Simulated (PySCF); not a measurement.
C3H7BO2, SMILES O=CB(OC)C.

Coordinates come from a PBE0-D3(BJ)/def2-SVP optimisation. This is a generated structure with no PubChem entry under its InChIKey; it may be hypothetical. Other conformers were not sampled.

Method: TDDFT-B3LYP/def2-SVPD run with PySCF 2.14.0.

Vertical excitations. Isolated molecule, no solvent. State labels are in the subgroup Cs.

Give excitation energies, oscillator strengths and character. (An estimate is asked for; the answer gives what the named calculation found.)


```tsv
state	symmetry	energy (eV)	λ (nm)	f	main pairs
S1	A"	2.80	443	0.000	HOMO→LUMO 99 %
S2	A"	5.51	225	0.001	HOMO−1→LUMO 97 %
S3	A'	5.87	211	0.006	HOMO→LUMO+1 97 %
S4	A"	6.46	192	0.001	HOMO→LUMO+3 95 %
S5	A'	6.48	191	0.146	HOMO−2→LUMO 98 %
S6	A'	6.84	181	0.012	HOMO→LUMO+2 88 %
S7	A"	7.03	176	0.001	HOMO−3→LUMO 96 %
S8	A'	7.15	173	0.021	HOMO→LUMO+4 94 %
S9	A'	7.40	168	0.033	HOMO→LUMO+6 91 %
S10	A"	7.49	166	0.000	HOMO−5→LUMO 97 %
T1	A"	2.15	578	0	HOMO→LUMO 98 %
T2	A"	5.21	238	0	HOMO−1→LUMO 92 %
T3	A'	5.22	237	0	HOMO−2→LUMO 58 %, HOMO−4→LUMO 31 %
T4	A'	5.78	214	0	HOMO−4→LUMO 45 %, HOMO−2→LUMO 38 %, HOMO−6→LUMO 9 %
```
Triplets are in the Tamm–Dancoff approximation, which puts them higher than full response would, so one can lie above its singlet here.
